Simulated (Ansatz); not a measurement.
C₃H₉ClGe, singlet, at a GFN2-xTB geometry; Ansatz (a quantum-chemistry and plane-wave program) with B3LYP5/STO-3G.

The Ansatz input:
Ansatz 0.2 input:
```yaml
crystal:
  periodic: [false, false, false]
  atoms:
    - {symbol: C, position_ang: [-0.77230139, 1.57821827, -1.11854410]}
    - {symbol: Ge, position_ang: [-0.04763205, -0.06225771, -0.24982595]}
    - {symbol: C, position_ang: [1.69340635, -0.62408479, -1.03983478]}
    - {symbol: C, position_ang: [-1.37542605, -1.54795613, -0.22449554]}
    - {symbol: Cl, position_ang: [0.34045905, 0.44499871, 1.78567799]}
    - {symbol: H, position_ang: [-0.99361914, 1.39040869, -2.16436519]}
    - {symbol: H, position_ang: [-1.68546124, 1.89671087, -0.62413822]}
    - {symbol: H, position_ang: [-0.05160324, 2.38858347, -1.05822792]}
    - {symbol: H, position_ang: [2.09430243, -1.47927120, -0.50348214]}
    - {symbol: H, position_ang: [1.56877166, -0.89824906, -2.08256959]}
    - {symbol: H, position_ang: [2.41540828, 0.18511590, -0.97947698]}
    - {symbol: H, position_ang: [-1.62039297, -1.85834639, -1.23526003]}
    - {symbol: H, position_ang: [-2.28890481, -1.23111656, 0.27038308]}
    - {symbol: H, position_ang: [-0.97615267, -2.40363106, 0.31228822]}
basis:
  gaussian:
    orbitals: STO-3G
hamiltonian:
  xc: b3lyp5
accuracy: high
```

Task: Predict the main parts of the log of this Ansatz run.

Result: 
```
Functional definition: B3LYP5
1040 factors; integrals over basis functions are off by at most 3.6e-9 eV
mean field evaluation 1: about -71464.5449 eV, gradient 2.7e1 eV
mean field evaluation 2: about -71465.6337 eV, gradient 1.9e1 eV
mean field evaluation 4: about -71466.9941 eV, gradient 6.0e-1 eV
mean field evaluation 8: about -71466.9264 eV, gradient 1.3e-3 eV
mean field evaluation 16: about -71466.9264 eV, gradient 3.6e-8 eV
mean field -71466.92643900 eV, -2626.3611046107 hartree, gradient 5.6e-9 eV, S^2 0.000000; 0 other end points of the search recorded, 0 dependent functions left out
reference -71466.92648101 eV, -2626.3611061543 hartree; 38, 38 occupied and 13, 13 virtual orbitals, 1040 factors
Total energy: -71466.92648101 eV, -2626.3611061543 hartree
```
